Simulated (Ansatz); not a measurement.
Other settings, tried on SeCl₂.

```yaml
crystal:
  periodic: [false, false, false]
  atoms:
    - {symbol: Se, position_ang: [0.004937, -0.006916, -0.905217]}
    - {symbol: Cl, position_ang: [1.660145, -0.019080, 0.461826]}
    - {symbol: Cl, position_ang: [-1.665082, 0.025996, 0.443391]}
basis:
  gaussian: {orbitals: cc-pVDZ}
magnetization: {spin_polarized: true, initial_magnetization: 2}
hamiltonian: {xc: {name: B3LYP5}}
```

```sh
$ ansatz run in.yaml --threads 4 --pin off --events-out ev --progress --plain --max-ram 3916MiB
```

It prints (some lines left out):

```
Functional definition: B3LYP5
718 factors; integrals over basis functions are off by at most 1.1e-3 eV
mean field evaluation 1: about -90385.7166 eV, gradient 1.2e1 eV
mean field evaluation 2: about -90383.5355 eV, gradient 2.3e1 eV
mean field evaluation 4: about -90386.6024 eV, gradient 3.4e-1 eV
mean field evaluation 8: about -90386.6329 eV, gradient 2.8e-2 eV
mean field evaluation 16: about -90386.6329 eV, gradient 6.1e-5 eV
mean field evaluation 32: about -90386.5554 eV, gradient 2.8e0 eV
mean field -90386.63288133 eV, -3321.6474921286 hartree, gradient 1.5e-5 eV, S^2 2.003612; 3 other end points of the search recorded, 0 dependent functions left out
reference -90386.63306768 eV, -3321.6474989768 hartree; 35, 33 occupied and 28, 30 virtual orbitals, 718 factors
Total energy: -90386.63306768 eV, -3321.6474989768 hartree
```

It took 3.7 s on 4 threads of Arm Neoverse V2 on a shared host.
